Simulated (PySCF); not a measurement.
A geometry optimisation on `CCSCCC1CCC1`.

Computed with PBE0-D3(BJ)/def2-SVP geometry optimisation, gas phase (PySCF 2.14.0). Start geometry: GFN2-xTB. A driver script takes a list of jobs; this job's settings line and coordinates (Å) are shown.

Input:
```
{"job": {"xc": "PBE0", "basis": "def2-SVP", "d3": "d3bj", "grid": 1, "kind": "geom"}, "charge": 0, "multiplicity": 1}
C      3.754740     0.257248     0.096652
C      2.599582     0.350088     1.074205
S      1.554248    -1.146972     1.103455
C      0.818124    -1.152511    -0.566111
C     -0.090010     0.033950    -0.854421
C     -1.257956     0.118462     0.115425
C     -2.293234     1.225451    -0.153236
C     -3.418070     0.187959    -0.023658
C     -2.370386    -0.935376    -0.036089
H      3.396988     0.200384    -0.929102
H      4.354096    -0.625928     0.304646
H      4.386486     1.138710     0.188432
H      2.964678     0.429484     2.097718
H      1.959406     1.206651     0.864467
H      0.250658    -2.082223    -0.592529
H      1.629369    -1.216379    -1.291438
H     -0.468308    -0.069698    -1.875606
H      0.483841     0.963683    -0.811835
H     -0.875362     0.154798     1.137025
H     -2.211712     1.639638    -1.156998
H     -2.313527     2.043346     0.563979
H     -4.141961     0.170159    -0.835766
H     -3.952810     0.259809     0.920848
H     -2.325109    -1.460201    -0.989092
H     -2.444705    -1.666388     0.765941
```

What does the run print?

```
step   0  E = -711.80250930  max force = 0.013717
step   1  E = -711.80534058  max force = 0.003131
step   2  E = -711.80543573  max force = 0.000600
step   3  E = -711.80550245  max force = 0.001313
step   4  E = -711.80575523  max force = 0.003336
step   5  E = -711.80594601  max force = 0.003530
step   6  E = -711.80603184  max force = 0.001747
step   7  E = -711.80605819  max force = 0.000342
step   8  E = -711.80606060  max force = 0.000217
optimisation converged
```

Energies in Eh; «max force» is the largest Cartesian gradient component in Eh/bohr.

How much energy does the optimisation release, in eV?

E(step 0) − E(last step) = 0.003551 Eh, which is 0.097 eV.

In short: final energy -711.80606 Eh after 8 steps; dipole 1.53 D.

Hardware: one thread of an x86-64 server, no GPU (shared host). Cost: 7.2 min of wall time.
Labels such as C1 count atoms from 1, the log's own numbers from 0.
